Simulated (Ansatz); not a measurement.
Cl₃F₂HSi₂ (`F[Si](F)(Cl)[SiH](Cl)Cl`). Charge 0, multiplicity 1. The structure was optimised at the PBE0-D4/def2-TZVP level. It is one conformer, not always the lowest.

```xyz
8

F     0.203   -0.750    2.183
Si    0.578   -0.790    0.647
F     0.371   -2.282    0.162
Cl    2.530   -0.302    0.439
Si   -0.782    0.668   -0.571
Cl   -0.444    2.553    0.135
Cl   -0.230    0.527   -2.531
H    -2.227    0.376   -0.465
```

What is the dipole moment at r2SCAN/def2-TZVPP? (An estimate is asked.)

Ansatz gave: 0.90 D, with components (-0.79, 0.31, -0.30) D in this frame, pointing from negative to positive charge.

And with PBE, B3LYP, ωB97M-V? (Best estimate.)

Computed: PBE 0.87 D, B3LYP 0.95 D, ωB97M-V 0.94 D.

Give the Mulliken charges with r2SCAN, ωB97M-V, PBE in def2-TZVPP. (Estimate.)

Computed: 
| atom | r2SCAN | ωB97M-V | PBE |
| --- | --- | --- | --- |
| F1 | -0.28 | -0.27 | -0.24 |
| Si2 | 0.78 | 0.72 | 0.67 |
| F3 | -0.28 | -0.27 | -0.24 |
| Cl4 | -0.19 | -0.16 | -0.16 |
| Si5 | 0.45 | 0.32 | 0.35 |
| Cl6 | -0.21 | -0.17 | -0.17 |
| Cl7 | -0.21 | -0.17 | -0.17 |
| H8 | -0.06 | 0.00 | -0.04 |

B3LYP here is the variant with VWN-RPA as its local correlation; programs differ in this.
